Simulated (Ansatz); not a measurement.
Gas-phase reaction in SMILES: [O]=[Y][Cl] -> [O]=[Y][Cl] as doublet, charge -1 (an electron is taken up)
Each molecule is optimised on its own at B3LYP-D3(BJ)/def2-TZVP (Ansatz, a quantum-chemistry and plane-wave program). [O]=[Y][Cl] as doublet, charge -1: The spin state was set by rule; other spins were not relaxed.

Property: adiabatic electron affinity (electronic energy difference), positive where the reaction releases energy, in eV. Cores are frozen in the correlated levels unless marked. UHF or UKS for open shells. No spin-orbit coupling. Frozen are the shells of the preceding noble gas and the d and f shells that filled before the atom's block. Past Kr the def2 sets carry scalar-relativistic core potentials. STO-3G rows are all-electron and non-relativistic. Anions need diffuse functions: def2-D sets add few; the other sets have none. CBS(X,Y): correlation extrapolated as X^-3; Hartree-Fock from the larger set. [CCSD(T)-MP2]/basis is that difference in the basis named.

```tsv
level	program	adiabatic electron affinity (eV)
HF/def2-TZVPP	Ansatz	1.23
PBE-D4/def2-TZVPD	Ansatz + dftd4	1.42
revPBE-D4/def2-TZVPD	Ansatz + dftd4	1.38
r2SCAN/def2-TZVPD	Ansatz	1.38
r2SCAN-D3(BJ)/def2-TZVPD	Ansatz + dftd3	1.38
r2SCAN-D4/def2-TZVPD	Ansatz + dftd4	1.39
B3LYP-D3(BJ)/def2-TZVPD	Ansatz + dftd3	1.51
PBE0/STO-3G	Ansatz	-1.18
PBE0-D4/def2-TZVPD	Ansatz + dftd4	1.41
r2SCAN0-D4/def2-TZVPD	Ansatz + dftd4	1.41
HSE06-D4/def2-TZVPD	Ansatz + dftd4	1.40
CAM-B3LYP-D3(BJ)/def2-TZVPD	Ansatz + dftd3	1.50
wB97X-V/def2-TZVPD	Ansatz	1.32
B2GP-PLYP/def2-TZVPD	Ansatz	1.35
B2PLYP-D4/def2-TZVPD	Ansatz + dftd4	1.37
B2PLYP/def2-TZVPD	Ansatz	1.36
MP2/def2-TZVPP	Ansatz	1.21
CCSD/def2-TZVPP	Ansatz	1.31
CCSD/def2-TZVPPD	Ansatz	1.36
RI-MP2/CBS(def2-TZVPPD,def2-QZVPPD)+[CCSD(T)-MP2]/def2-SVPD	Ansatz	1.39
```
